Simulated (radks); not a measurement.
Q: Species: Eu XLV. Configuration: [Ar] 3d1. Calculated with a radial shooting solver on a logarithmic mesh with Libxc functionals: non-relativistic Kohn-Sham, TPSS, spin-polarised, spherical densities, point nucleus; open shells are filled with parallel spins first (spin-orbit coupling, left out, can overturn this in heavy ions); meta-GGA in the generalised Kohn-Sham scheme; relativity is left out, which matters for an element this heavy. Some entries of the table are withheld. Estimate them.

| orbital | occ. | eigenvalue (hartree) | <r^2> (bohr^2) | <1/r> (bohr^-1) |
|---|---|---|---|---|
| 1s up | 1 | -1772.487 | 0.0007748 | 62.48 |
| 1s down | 1 | -1772.486 | 0.0007748 | 62.48 |
| 2s up | 1 | -360.2396 | 0.01208 | 14.66 |
| 2s down | 1 | -360.0478 | 0.01207 | 14.66 |
| 2p up | 3 | -347.9031 | 0.008986 | 14.63 |
| 2p down | 3 | -347.7604 | 0.008978 | 14.64 |
| 3s up | 1 | (1) | 0.06849 | 5.978 |
| 3s down | 1 | (2) | 0.06859 | 5.971 |
| 3p up | 3 | -133.7626 | 0.06274 | 5.926 |
| 3p down | 3 | -133.5532 | 0.06286 | 5.918 |
| 3d up | 1 | -125.9877 | 0.04739 | 5.821 |
| 3d down | 0 | -125.7075 | 0.04750 | 5.816 |

A: 
(1) 3s up eigenvalue (hartree): -138.6163
(2) 3s down eigenvalue (hartree): -138.4336
